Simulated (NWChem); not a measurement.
The numbers come from NWChem runs, not from measurements. System: C₂H₅F₃Si, charge 0, spin multiplicity 1, at a geometry optimised with PBE0/def2-SVP. The structure started from a generated list of species. Level: B3LYP/def2-SVP, VWN1-RPA local correlation.

The NWChem input:

```
start mol
memory heap 200 mb stack 800 mb global 1000 mb
geometry units angstroms nocenter noautoz noautosym
  C     -2.145650     0.348095    -0.276936
  C     -0.863813     0.533522     0.505921
  F     -0.848653    -0.330719     1.591493
  Si     0.681434     0.206446    -0.524304
  F      1.994577     0.326651     0.402876
  F      0.623875    -1.305227    -1.086909
  H     -3.017378     0.522083     0.371573
  H     -2.213703    -0.672623    -0.682054
  H     -2.197711     1.058734    -1.116828
  H     -0.813201     1.566774     0.900903
  H      0.830490     1.128729    -1.674389
end
basis spherical
  * library def2-svp
end
dft
  xc b3lyp
  semidirect memsize 60000000 filesize 0
  iterations 100
end
task dft energy
```

Part of the output:

```
             Northwest Computational Chemistry Package (NWChem) 7.3.0
             --------------------------------------------------------

                                NWChem Input Module
                                -------------------

 Scaling coordinates for geometry "geometry" by  1.889725989
 (inverse scale =  0.529177249)

                             Geometry "geometry" -> ""
                             -------------------------

 Output coordinates in angstroms (scale by  1.889725989 to convert to a.u.)

  No.       Tag          Charge          X              Y              Z
 ---- ---------------- ---------- -------------- -------------- --------------
    1 C                    6.0000    -2.14565000     0.34809500    -0.27693600
    2 C                    6.0000    -0.86381300     0.53352200     0.50592100
    3 F                    9.0000    -0.84865300    -0.33071900     1.59149300
    4 Si                  14.0000     0.68143400     0.20644600    -0.52430400
    5 F                    9.0000     1.99457700     0.32665100     0.40287600
    6 F                    9.0000     0.62387500    -1.30522700    -1.08690900
    7 H                    1.0000    -3.01737800     0.52208300     0.37157300
    8 H                    1.0000    -2.21370300    -0.67262300    -0.68205400
    9 H                    1.0000    -2.19771100     1.05873400    -1.11682800
   10 H                    1.0000    -0.81320100     1.56677400     0.90090300
   11 H                    1.0000     0.83049000     1.12872900    -1.67438900

 Effective nuclear repulsion energy (a.u.)     329.5728422210

            Nuclear Dipole moment (a.u.)
            ----------------------------
        X                 Y               Z
 ---------------- ---------------- ----------------
    -0.0000264562    -0.0000226767    -0.0000018897


 Summary of "ao basis" -> "" (spherical)
 ------------------------------------------------------------------------------
       Tag                 Description            Shells   Functions and Types
 ---------------- ------------------------------  ------  ---------------------
[...]
 Vector   29  Occ=2.000000D+00  E=-3.073660D-01
              MO Center= -5.2D-01,  3.1D-01,  2.9D-01, r^2= 3.1D+00
   Bfn.  Coefficient  Atom+Function         Bfn.  Coefficient  Atom+Function
  ----- ------------  ---------------      ----- ------------  ---------------
    18      0.294576   2 C  px               32      0.282637   3 F  px
    17      0.212406   2 C  s                35     -0.208965   3 F  px
   110     -0.194597  11 H  s                45      0.189723   4 Si s
    50     -0.188857   4 Si px              109     -0.181815  11 H  s
    52      0.173332   4 Si pz               20     -0.170214   2 C  pz

 Vector   30  Occ=0.000000D+00  E= 2.747524D-02
              MO Center= -2.8D-01,  4.1D-01, -4.5D-01, r^2= 5.1D+00
   Bfn.  Coefficient  Atom+Function         Bfn.  Coefficient  Atom+Function
  ----- ------------  ---------------      ----- ------------  ---------------
     3      1.148277   1 C  s                53      0.712940   4 Si px
    90     -0.700263   7 H  s               100     -0.432690   9 H  s
    63     -0.362082   5 F  s                55      0.355714   4 Si pz
    95     -0.291233   8 H  s                17      0.244577   2 C  s
    54      0.217219   4 Si py               21      0.196056   2 C  px

 Vector   31  Occ=0.000000D+00  E= 2.988002D-02
              MO Center=  2.2D-01,  1.1D-01, -2.2D-01, r^2= 3.9D+00
   Bfn.  Coefficient  Atom+Function         Bfn.  Coefficient  Atom+Function
  ----- ------------  ---------------      ----- ------------  ---------------
    54      0.733904   4 Si py               77      0.393335   6 F  s
    22      0.368819   2 C  py               31      0.349990   3 F  s
     3      0.328243   1 C  s                23     -0.314956   2 C  pz
   105     -0.314908  10 H  s                95     -0.263844   8 H  s
    53     -0.259553   4 Si px               51      0.231394   4 Si py

 Vector   32  Occ=0.000000D+00  E= 5.544236D-02
              MO Center= -6.1D-01,  1.4D+00,  9.0D-02, r^2= 5.0D+00
   Bfn.  Coefficient  Atom+Function         Bfn.  Coefficient  Atom+Function
  ----- ------------  ---------------      ----- ------------  ---------------
    17      1.482385   2 C  s               105     -1.203336  10 H  s
     3      0.966769   1 C  s               100     -0.868420   9 H  s
    46     -0.862690   4 Si s                22      0.513738   2 C  py
    55     -0.500653   4 Si pz               54     -0.450021   4 Si py
    90     -0.374334   7 H  s                 9     -0.315764   1 C  pz

 center of mass
 --------------
 x =   0.15091000 y =  -0.08100961 z =   0.05140998

 moments of inertia (a.u.)
 ------------------
         495.294591176953          38.204805523243         110.372165805980
          38.204805523243        1014.974584084019         -62.936242443690
         110.372165805980         -62.936242443690         862.088587827568

     Multipole analysis of the density
     ---------------------------------

     L   x y z        total         alpha         beta         nuclear
     -   - - -        -----         -----         ----         -------
     0   0 0 0     -0.000000    -29.000000    -29.000000     58.000000

     1   1 0 0     -0.668231     -0.334102     -0.334102     -0.000026
     1   0 1 0      0.833012      0.416517      0.416517     -0.000023
     1   0 0 1     -0.507289     -0.253644     -0.253644     -0.000002

     2   2 0 0    -30.678990   -202.064683   -202.064683    373.450376
     2   1 1 0     -0.672403     12.101385     12.101385    -24.875173
     2   1 0 1      0.133431     25.716218     25.716218    -51.299004
     2   0 2 0    -30.336184    -61.383977    -61.383977     92.431770
     2   0 1 1     -0.216762    -13.915900    -13.915900     27.615037
     2   0 0 2    -32.112076    -98.545783    -98.545783    164.979489

 Task  times  cpu:       10.2s     wall:       10.2s

 Total times  cpu:       10.2s     wall:       10.2s
```
